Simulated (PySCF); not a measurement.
Br$_{2}$Ge (SMILES [Br][Ge][Br]), singlet, at a GFN2-xTB geometry; TPSS/STO-3G (PySCF).

Here is a job for PySCF.
```python
from pyscf import gto, scf, dft

mol = gto.M(
    atom='''
Ge    0.01682949    0.00687689    1.03311619
Br    1.00009172   -1.51961211   -0.47860423
Br   -1.01547868    1.51332467   -0.46595914
''',
    basis='sto-3g',
    verbose=4,
)

mf = dft.RKS(mol)
mf.xc = 'tpss'
mf.init_guess = 'huckel'
mf.kernel()
```

What the program printed (banner, timings and long lists left out):

```
PySCF version 2.14.0

[INPUT] verbose = 4
[INPUT] num. atoms = 3
[INPUT] num. electrons = 102
[INPUT] charge = 0
[INPUT] spin (= nelec alpha-beta = 2S) = 0
[INPUT] symmetry False subgroup None
[INPUT] Mole.unit = angstrom
[INPUT] Symbol           X                Y                Z      unit          X                Y                Z       unit  Magmom
[INPUT]  1 Ge     0.016829490000   0.006876890000   1.033116190000 AA    0.031803126916   0.012995438689   1.952306653954 Bohr   0.0
[INPUT]  2 Br     1.000091720000  -1.519612110000  -0.478604230000 AA    1.889899450245  -2.871650703472  -0.904430916758 Bohr   0.0
[INPUT]  3 Br    -1.015478680000   1.513324670000  -0.465959140000 AA   -1.918976590535   2.859769163848  -0.880535159838 Bohr   0.0

nuclear repulsion = 679.708793928492
number of shells = 24
number of NR pGTOs = 162
number of NR cGTOs = 54
basis = sto-3g
ecp = {}

******** <class 'pyscf.dft.rks.RKS'> ********
method = RKS
initial guess = huckel
damping factor = 0
level_shift factor = 0
DIIS = <class 'pyscf.scf.diis.CDIIS'>
diis_start_cycle = 1
diis_space = 8
diis_damp = 0
SCF conv_tol = 1e-09
SCF conv_tol_grad = None
SCF max_cycles = 50
direct_scf = True
direct_scf_tol = 1e-13
XC library pyscf.dft.libxc version 7.1.2
    S. Lehtola, C. Steigemann, M. J. T. Oliveira, and M. A. L. Marques,  SoftwareX 7, 1–5 (2018)
XC functionals = tpss
    J. Tao, J. P. Perdew, V. N. Staroverov, and G. E. Scuseria,  Phys. Rev. Lett. 91, 146401 (2003)
    J. P. Perdew, J. Tao, V. N. Staroverov, and G. E. Scuseria,  J. Chem. Phys. 120, 6898 (2004)
    J. Tao, J. P. Perdew, V. N. Staroverov, and G. E. Scuseria,  Phys. Rev. Lett. 91, 146401 (2003)
    J. P. Perdew, J. Tao, V. N. Staroverov, and G. E. Scuseria,  J. Chem. Phys. 120, 6898 (2004)
radial grids:
    Treutler-Ahlrichs [JCP 102, 346 (1995); DOI:10.1063/1.469408] (M4) radial grids

becke partition: Becke, JCP 88, 2547 (1988); DOI:10.1063/1.454033
pruning grids: <function nwchem_prune>
grids dens level: 3
symmetrized grids: False
atomic radii adjust function: <function treutler_atomic_radii_adjust>
small_rho_cutoff = 0
Set gradient conv threshold to 3.16228e-05
Initial guess from on-the-fly Huckel, doi:10.1021/acs.jctc.8b01089.
Spherically averaged atomic HF for {'Ge', 'Br'}

******** <class 'pyscf.scf.atom_hf.AtomSphAverageRHF'> ********
method = AtomSphAverageRHF
initial guess = minao
damping factor = 0
level_shift factor = 0
DIIS = <class 'pyscf.scf.diis.CDIIS'>
diis_start_cycle = 1
diis_space = 8
diis_damp = 0
SCF conv_tol = 1e-09
SCF conv_tol_grad = None
SCF max_cycles = 50
direct_scf = True
direct_scf_tol = 1e-13
atom = Ge
Set gradient conv threshold to 3.16228e-05
Initial guess from minao.
init E= -2048.7348327415
cycle= 1 E= -2051.35339143815  delta_E= -2.62  |g|=    0  |ddm|= 0.268
cycle= 2 E= -2051.35789235266  delta_E= -0.0045  |g|=    0  |ddm|= 0.0624
cycle= 3 E= -2051.35790327923  delta_E= -1.09e-05  |g|=    0  |ddm|= 0.00321
cycle= 4 E= -2051.35790327923  delta_E= -1.82e-12  |g|=    0  |ddm|= 9.13e-07
Extra cycle  E= -2051.35790327923  delta_E= -4.55e-13  |g|=    0  |ddm|= 3.71e-08
Atomic HF for atom  Ge  converged. SCF energy = -2051.35790327923

******** <class 'pyscf.scf.atom_hf.AtomSphAverageRHF'> ********
method = AtomSphAverageRHF
initial guess = minao
damping factor = 0
level_shift factor = 0
DIIS = <class 'pyscf.scf.diis.CDIIS'>
diis_start_cycle = 1
diis_space = 8
diis_damp = 0
SCF conv_tol = 1e-09
SCF conv_tol_grad = None
SCF max_cycles = 50
direct_scf = True
direct_scf_tol = 1e-13
atom = Br
Set gradient conv threshold to 3.16228e-05
Initial guess from minao.
init E= -2540.61477014164
cycle= 1 E= -2544.44957679183  delta_E= -3.83  |g|=    0  |ddm|= 0.208
cycle= 2 E= -2544.44996546051  delta_E= -0.000389  |g|=    0  |ddm|= 0.00795
cycle= 3 E= -2544.44996550037  delta_E= -3.99e-08  |g|=    0  |ddm|= 8.08e-05
cycle= 4 E= -2544.44996550037  delta_E= -9.09e-13  |g|=    0  |ddm|= 1.55e-08
Extra cycle  E= -2544.44996550037  delta_E= 9.09e-13  |g|=    0  |ddm|= 1.61e-11
Atomic HF for atom  Br  converged. SCF energy = -2544.44996550037

  HOMO = -0.147603289594643  LUMO = 0.121683428950051  gap/eV = 7.32766
tot grids = 61488
init E= -7144.22347246789
  HOMO = -0.0177151768015692  LUMO = -0.0089323507829302  gap/eV = 0.23899
cycle= 1 E= -7143.02776255161  delta_E=  1.2  |g|= 1.53  |ddm|= 5.56
  HOMO = 1.00366299257063  LUMO = 1.00784497209776  gap/eV = 0.11380
cycle= 2 E= -7129.37016775421  delta_E= 13.7  |g|= 0.646  |ddm|= 6.76

WARN: HOMO -0.0823635627436975 == LUMO -0.0814206838072157

cycle= 3 E= -7141.58728929002  delta_E= -12.2  |g|= 1.22  |ddm|= 6.05
  HOMO = -0.121439823982822  LUMO = -0.114018747634803  gap/eV = 0.20194
cycle= 4 E= -7141.94075503844  delta_E= -0.353  |g|= 1.31  |ddm|= 3.47
  HOMO = -0.130789485452771  LUMO = -0.123096602072267  gap/eV = 0.20933
cycle= 5 E= -7142.00923136125  delta_E= -0.0685  |g|= 1.33  |ddm|= 0.187
  HOMO = -0.128529624585077  LUMO = -0.112611090644409  gap/eV = 0.43317
cycle= 6 E= -7141.21559376566  delta_E= 0.794  |g|= 1.79  |ddm|= 2.43
  HOMO = -0.133566025460502  LUMO = -0.125633821810349  gap/eV = 0.21585
cycle= 7 E= -7142.10645481887  delta_E= -0.891  |g|= 1.35  |ddm|= 2.41
  HOMO = -0.168783701956562  LUMO = -0.145458380007319  gap/eV = 0.63471
cycle= 8 E= -7142.0537821868  delta_E= 0.0527  |g|= 1.88  |ddm|= 2.84
  HOMO = -0.173500464653709  LUMO = -0.151429496360411  gap/eV = 0.60058
cycle= 9 E= -7142.33464183416  delta_E= -0.281  |g|= 1.71  |ddm|= 0.593
  HOMO = -0.199029990453808  LUMO = -0.183615018041395  gap/eV = 0.41946
cycle= 10 E= -7143.08083842859  delta_E= -0.746  |g|= 1.55  |ddm|= 1.37
  HOMO = 1.2350598867511  LUMO = 1.23843264229573  gap/eV = 0.09178
cycle= 11 E= -7129.36972432533  delta_E= 13.7  |g|= 0.609  |ddm|=  6.9
  HOMO = -0.166941016497544  LUMO = -0.150436910353695  gap/eV = 0.44910
cycle= 12 E= -7142.01854612002  delta_E= -12.6  |g|= 1.91  |ddm|= 6.62
  HOMO = -0.110754869182968  LUMO = -0.107809979761656  gap/eV = 0.08013
cycle= 13 E= -7141.73869285216  delta_E= 0.28  |g|= 1.29  |ddm|= 3.84
  HOMO = -0.125987921634458  LUMO = -0.0978333524352991  gap/eV = 0.76612
cycle= 14 E= -7141.13669431961  delta_E= 0.602  |g|= 1.71  |ddm|= 3.49
  HOMO = -0.130394230766431  LUMO = -0.10980471845931  gap/eV = 0.56027
cycle= 15 E= -7141.51799637702  delta_E= -0.381  |g|= 1.52  |ddm|= 0.791
  HOMO = -0.127536966614597  LUMO = -0.10509631901192  gap/eV = 0.61064
cycle= 16 E= -7141.36961931248  delta_E= 0.148  |g|=  1.6  |ddm|= 0.358
  HOMO = -0.116533426889  LUMO = -0.0997090209964107  gap/eV = 0.45782
cycle= 17 E= -7141.51661935949  delta_E= -0.147  |g|= 1.45  |ddm|= 0.664
  HOMO = -0.125679089509545  LUMO = -0.0965754711225685  gap/eV = 0.79195
cycle= 18 E= -7140.71483714036  delta_E= 0.802  |g|= 1.95  |ddm|=  1.7
  HOMO = -0.127850113887514  LUMO = -0.112488531770274  gap/eV = 0.41801
cycle= 19 E= -7141.6920670722  delta_E= -0.977  |g|= 1.45  |ddm|= 1.95
  HOMO = 1.32641136089018  LUMO = 1.33069033202022  gap/eV = 0.11644
cycle= 20 E= -7129.36363191488  delta_E= 12.3  |g|= 0.619  |ddm|= 6.27
  HOMO = -0.137104401013541  LUMO = -0.113351042209791  gap/eV = 0.64636
cycle= 21 E= -7141.45301170576  delta_E= -12.1  |g|= 1.62  |ddm|= 6.28
  HOMO = -0.107023613841075  LUMO = -0.104057793328582  gap/eV = 0.08070
cycle= 22 E= -7141.7110295427  delta_E= -0.258  |g|= 1.27  |ddm|= 3.46
  HOMO = -0.137004773235437  LUMO = -0.106893111370774  gap/eV = 0.81938
cycle= 23 E= -7140.64018652424  delta_E= 1.07  |g|= 2.02  |ddm|= 3.69
  HOMO = -0.132267972036096  LUMO = -0.121529758904248  gap/eV = 0.29220
cycle= 24 E= -7141.78137902878  delta_E= -1.14  |g|=  1.5  |ddm|=  3.9
  HOMO = -0.131621892676228  LUMO = -0.120982709630381  gap/eV = 0.28951
cycle= 25 E= -7141.88711310296  delta_E= -0.106  |g|= 1.41  |ddm|= 2.35
  HOMO = -0.128404811054334  LUMO = -0.120579595948614  gap/eV = 0.21293
cycle= 26 E= -7141.98775075279  delta_E= -0.101  |g|= 1.32  |ddm|= 0.913
  HOMO = -0.13613218993771  LUMO = -0.123829442219421  gap/eV = 0.33477
cycle= 27 E= -7141.41615877136  delta_E= 0.572  |g|=  1.7  |ddm|= 2.44
  HOMO = -0.135991287249048  LUMO = -0.128067269619438  gap/eV = 0.21562
cycle= 28 E= -7142.04718301903  delta_E= -0.631  |g|= 1.34  |ddm|= 2.44
  HOMO = 1.4063684466601  LUMO = 1.40996788765374  gap/eV = 0.09795
cycle= 29 E= -7129.36199165137  delta_E= 12.7  |g|= 0.616  |ddm|= 6.32
  HOMO = -0.132846560283971  LUMO = -0.120652941873594  gap/eV = 0.33181
cycle= 30 E= -7141.49176592641  delta_E= -12.1  |g|= 1.57  |ddm|= 6.26
  HOMO = -0.105692754340533  LUMO = -0.102948880147333  gap/eV = 0.07466
cycle= 31 E= -7141.33835640056  delta_E= 0.153  |g|= 1.55  |ddm|= 3.51
  HOMO = -0.108335899019511  LUMO = -0.105751675321171  gap/eV = 0.07032
cycle= 32 E= -7141.31583292825  delta_E= 0.0225  |g|= 1.59  |ddm|= 0.983
  HOMO = -0.108530129386181  LUMO = -0.106317698248129  gap/eV = 0.06020
cycle= 33 E= -7141.75375057908  delta_E= -0.438  |g|= 1.31  |ddm|= 1.83
  HOMO = -0.114682821444784  LUMO = -0.108821184227844  gap/eV = 0.15950
cycle= 34 E= -7141.50000713639  delta_E= 0.254  |g|= 1.52  |ddm|= 2.53
  HOMO = -0.11154022425362  LUMO = -0.106355834875627  gap/eV = 0.14107
cycle= 35 E= -7141.77458372629  delta_E= -0.275  |g|= 1.33  |ddm|= 2.17
  HOMO = -0.115632816347775  LUMO = -0.1020044166678  gap/eV = 0.37085
cycle= 36 E= -7140.78946257275  delta_E= 0.985  |g|= 1.87  |ddm|= 2.15
  HOMO = -0.125179074530899  LUMO = -0.0809418094762273  gap/eV = 1.20376
cycle= 37 E= -7139.43829874453  delta_E= 1.35  |g|= 1.84  |ddm|= 1.84
  HOMO = 1.3883387700831  LUMO = 1.39088114456695  gap/eV = 0.06918
cycle= 38 E= -7129.37545910877  delta_E= 10.1  |g|= 0.583  |ddm|= 5.91
  HOMO = -0.122542484718882  LUMO = -0.071063989133534  gap/eV = 1.40080
cycle= 39 E= -7139.15409880976  delta_E= -9.78  |g|= 1.67  |ddm|= 5.83
  HOMO = -0.169069322909627  LUMO = -0.156217788048646  gap/eV = 0.34971
cycle= 40 E= -7142.44033683105  delta_E= -3.29  |g|= 1.52  |ddm|=  4.2
  HOMO = -0.142924606212355  LUMO = -0.130874037546128  gap/eV = 0.32791
cycle= 41 E= -7141.76647411953  delta_E= 0.674  |g|= 1.64  |ddm|= 1.58
  HOMO = -0.174542116608497  LUMO = -0.162847959604112  gap/eV = 0.31821
cycle= 42 E= -7142.50007497392  delta_E= -0.734  |g|= 1.55  |ddm|= 1.34
  HOMO = -0.180609089947966  LUMO = -0.168648412843092  gap/eV = 0.32547
cycle= 43 E= -7142.78333151691  delta_E= -0.283  |g|=  1.5  |ddm|= 0.982
  HOMO = -0.16144174940339  LUMO = -0.151626578374711  gap/eV = 0.26708
cycle= 44 E= -7142.23197869448  delta_E= 0.551  |g|= 1.57  |ddm|= 2.26
  HOMO = -0.145796641173002  LUMO = -0.0850336019079887  gap/eV = 1.65345
cycle= 45 E= -7139.36859605129  delta_E= 2.86  |g|= 1.81  |ddm|= 3.79
  HOMO = -0.134270683389082  LUMO = -0.0911612209952641  gap/eV = 1.17307
cycle= 46 E= -7139.55723641214  delta_E= -0.189  |g|= 1.92  |ddm|= 0.38
  HOMO = 1.38755776616952  LUMO = 1.39016766722925  gap/eV = 0.07102
cycle= 47 E= -7129.36332255513  delta_E= 10.2  |g|= 0.611  |ddm|= 5.96
  HOMO = -0.12361840844917  LUMO = -0.0499715315328485  gap/eV = 2.00403
cycle= 48 E= -7138.94167213724  delta_E= -9.58  |g|= 1.51  |ddm|= 5.77
  HOMO = -0.151319576341399  LUMO = -0.127146354175398  gap/eV = 0.65779
cycle= 49 E= -7141.4209180888  delta_E= -2.48  |g|=  2.1  |ddm|= 5.91
  HOMO = -0.181912917725946  LUMO = -0.167309530651473  gap/eV = 0.39738
cycle= 50 E= -7142.72607068389  delta_E= -1.31  |g|= 1.58  |ddm|= 4.16
SCF not converged.
SCF energy = -7142.72607068389
```

The run did not converge; its last values are not results.
